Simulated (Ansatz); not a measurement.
Ansatz (a first-principles code) input:

Ansatz 0.2 input:
```yaml
crystal:
  periodic: [false, false, false]
  atoms:
    - {symbol: C, position_ang: [1.91512350, -0.50322873, -0.29802988]}
    - {symbol: C, position_ang: [0.84547305, -0.21616197, 0.52891210]}
    - {symbol: C, position_ang: [-0.40939998, 0.10791624, 0.10113902]}
    - {symbol: F, position_ang: [-1.42306414, 0.38014917, 0.90587668]}
    - {symbol: F, position_ang: [-0.77318169, 0.19147699, -1.16651327]}
    - {symbol: H, position_ang: [1.81731917, -0.48743761, -1.37366532]}
    - {symbol: H, position_ang: [2.87732828, -0.75088437, 0.12237704]}
    - {symbol: H, position_ang: [0.96438556, -0.23746665, 1.60489010]}
basis:
  gaussian:
    orbitals: def2-TZVPD
hamiltonian:
  xc: {name: B2PLYP}
magnetization: {spin_polarized: true, initial_magnetization: 1}
correlation: {electrons: outside_noble_gas}
```

Problem. What final total energy does it print?

Solution. -315.65817 Eh (B2PLYP/def2-TZVPD). The basis has 218 functions.

It need not be the lowest isomer of its formula.
